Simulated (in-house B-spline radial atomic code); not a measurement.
A calculation on Ag2+: its settings, and results tabulated from the run. Method: Dirac-Kohn-Sham PBE, spherical fractional occupations, Fermi nucleus of rms radius 4.5454 fm. Calculated with an all-electron radial atomic-structure program (B-spline basis).

Command:
```bash
python run_scf.py task.json out
```
Settings (nuclear radius in fm, mass in u):
```
Z                47
configuration    [Kr] 4d9
hamiltonian      dirac
method           pbe,pbe
spin_polarised   False
nucleus          fermi
rms_radius       4.5454
atomic_mass      106.90509
speed_of_light   137.035999084
```

Output (hartree, bohr):
```
 radial grid: 73 intervals, B-splines of order 8, outer radius 38.5185 bohr

 iter        energy (Eh)    residual
    1       -5306.848390    4.97e-01
    2       -5309.313098    4.65e-01
    3       -5315.866735    6.29e-02
    4       -5316.021767    1.93e-02
    5       -5316.031892    1.03e-02
    6       -5316.032800    5.00e-04
    7       -5316.032803    5.24e-04
    8       -5316.032813    5.26e-05
    9       -5316.032813    8.36e-07
   10       -5316.032813    1.35e-08

 total energy                     -5316.03281
 kinetic                            5563.2242
 electron-nucleus                 -12855.3038
 Hartree                            2124.8309
 exchange-correlation               -148.7842

 first-order corrections (not in the total)
   Gaunt                             3.9789
   retardation                      -0.4030
   frequency dependence             -0.0302
   self-energy                       2.6856
   Uehling                          -0.3336
   Wichmann-Kroll                    0.0062
   recoil                            0.0188

 orbital      occ     eigenvalue          <r>       <r^2>       <1/r>       r_max    small
 1s1/2      2.000      -931.1209    0.0311099  0.00130841     49.4353     0.02015  2.96e-02
 2s1/2      2.000      -137.7735     0.134549   0.0214007     11.3886      0.1141  6.20e-03
 2p1/2      2.000      -128.0920     0.114109   0.0159953     11.3689     0.08819  6.22e-03
 2p3/2      4.000      -121.6489     0.119182   0.0173203     10.6814     0.09244  5.97e-03
 3s1/2      2.000       -25.9418     0.368273    0.155284     3.98336      0.3328  1.75e-03
 3p1/2      2.000       -22.0903     0.359995    0.150742     3.88874      0.3192  1.69e-03
 3p3/2      4.000       -20.9531     0.370895    0.159789     3.72182      0.3291  1.62e-03
 3d3/2      4.000       -14.1354     0.343722    0.140878     3.55748      0.2722  1.51e-03
 3d5/2      6.000       -13.9064     0.347224    0.143615     3.51426       0.275  1.49e-03
 4s1/2      2.000        -4.3191     0.909878    0.938068     1.52353      0.8225  4.43e-04
 4p1/2      2.000        -3.1045     0.974557     1.08759     1.40264      0.8593  3.86e-04
 4p3/2      4.000        -2.9159      1.00502     1.15689     1.34976      0.8841  3.66e-04
 4d3/2      3.600        -1.0752      1.29977     2.02429     1.03166       1.019  2.28e-04
 4d5/2      5.400        -1.0525      1.31624     2.07689      1.0177       1.029  2.23e-04
```

Time taken, with all properties: 2 s on 1 thread of Arm Neoverse V1, on a shared host.

For the Dirac Hamiltonian the kinetic term is c α·p + (β - 1)c².
